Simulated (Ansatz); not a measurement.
Consider the silylene loss: `[F][Sc]([F])[O][SiH3]` → `[OH][Sc]([F])[F]` + `[SiH2]`.

Gas-phase electronic energies from Ansatz, PBE0-D4/def2-TZVP geometries. CCSD(T)/CBS is the MP2 limit (def2-TZVPP, def2-QZVPP) plus CCSD(T) − MP2 in def2-TZVPP, frozen cores. This one scheme is used for every species. For Sc outer-core shells are correlated without core-valence functions, which leaves a few kJ/mol of doubt a bond. Scalar relativity is left out up to krypton. One conformer a species, not always the lowest.

`[F][Sc]([F])[O][SiH3]`:

Cartesian coordinates in Å:
```
F 0.345 -0.713 3.185
Sc 0.771 -1.083 1.431
F 1.925 -2.464 1.039
O 0.032 -0.050 0.046
Si -0.616 0.862 -1.146
H -2.081 1.013 -0.935
H -0.388 0.223 -2.470
H 0.011 2.211 -1.149
```

`[OH][Sc]([F])[F]`:

Cartesian coordinates in Å:
```
O 0.767 0.982 -0.364
Sc -0.327 -0.419 0.155
F -2.142 -0.162 0.386
F 0.373 -2.102 0.453
H 1.329 1.703 -0.630
```

`[SiH2]`:

```xyz
3

Si   -0.500    0.178   -0.474
H    -0.222    0.556    0.978
H     0.723   -0.733   -0.504
```

```json
{"species": "`[F][Sc]([F])[O][SiH3]`", "HF/def2-QZVPP energy (Eh)": "-1324.65771"}
{"species": "`[OH][Sc]([F])[F]`", "HF/def2-QZVPP energy (Eh)": "-1034.48992"}
{"species": "`[SiH2]`", "HF/def2-QZVPP energy (Eh)": "-290.03480"}
```

(1) Work out ΔE.

Largest T1 diagnostic among the species: 0.017.

Results:

(1) ΔE = (-1034.48992) + (-290.03480) − (-1324.65771) = 0.13299 Eh = +3.62 eV. CCSD(T)/CBS gives +3.60 eV.

The D4 term adds +0.10 eV with B3LYP and +0.05 eV with PBE0; it sums over pairs of atoms, weighted by their polarisabilities, and B3LYP, whose exchange is more repulsive, gets the larger term. From PBE to PBE0 (25 % exact exchange), in def2-TZVPP and without D4, ΔE moves by +0.14 eV. Leaving LDA and LC-ωPBE aside and taking each functional with its dispersion term where it has one, the values, not all of them listed here, spread over 0.40 eV, from BLYP-D4 to r2SCAN0-D4. LDA lies +0.31 eV from PBE without D4.

B3LYP here is the variant with VWN-RPA as its local correlation; programs differ in this.
